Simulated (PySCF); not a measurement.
Several molecules and their computed UV-vis stick spectra, shuffled. Computed with TDDFT PBE0/def2-SVPD, vertical, gas phase, core orbitals frozen in the response (PySCF 2.14.0, density-fitted response routines). Geometries: PBE0-D3(BJ)/def2-SVP; one conformer of each isolated species. Triplets are in the Tamm–Dancoff approximation. Relativistic effects are left out although some hold elements past zinc.

A. `[OH][Ga]([OH])[OH]`
B. `C=CBOC`
C. `C[O][Ti]([Br])([Br])[O]C`

Lowest singlet levels (six at most, fewer where fewer were computed) with oscillator strengths:

1. 4.17 eV (f 0.000); 4.32 eV (f 0.037); 4.34 eV (f 0.001); 4.51 eV (f 0.004); 4.66 eV (f 0.006); 4.80 eV (f 0.029); T1 3.87 eV
2. 5.69 eV (f 0.001); 6.37 eV (f 0.495); 6.94 eV (f 0.000); 7.42 eV (f 0.019); 7.68 eV (f 0.053); 7.99 eV (f 0.009); T1 3.85 eV
3. 6.35 eV (f 0.000 summed over 2 states); 7.29 eV (f 0.152 summed over 2 states); 7.36 eV (f 0.141); 8.00 eV (f 0.000); 8.40 eV (f 0.300 summed over 2 states); 8.51 eV (f 0.000 summed over 2 states); T1 5.99 eV

**Question.** Which spectrum belongs to which structure?

**Answer.** 1 = C, 2 = B, 3 = A.
- A: S1 at 6.35 eV, HOMO-1/HOMO→LUMO (≥97%); Löwdin shares by element: HOMO (one of a set within 0.03 eV) oxygen 86% or more, gallium 6%; LUMO gallium 56%, oxygen 35%; HOMO -9.15 and LUMO -1.27 eV; point group C3h, 5 of its 10 listed states under f = 0.0005.
- B: S1 at 5.69 eV, HOMO-1→LUMO (98%); Löwdin shares by element: HOMO carbon 70% or more, oxygen 10%, boron 5%; LUMO carbon 53% or more, boron 22%, oxygen 12%; HOMO -7.89 and LUMO -1.08 eV; point group Cs, 1 of its 6 listed states under f = 0.0005.
- C: S1 at 4.17 eV, HOMO-1→LUMO (100%); for S1 the Löwdin share of titanium is at most 6% in HOMO-1 and 74% in LUMO (ligand-to-metal charge transfer by this measure); HOMO -7.96 and LUMO -2.44 eV.

A slash joins orbitals within 0.01 eV of each other, whose weights are summed (≥ marks a lower bound).
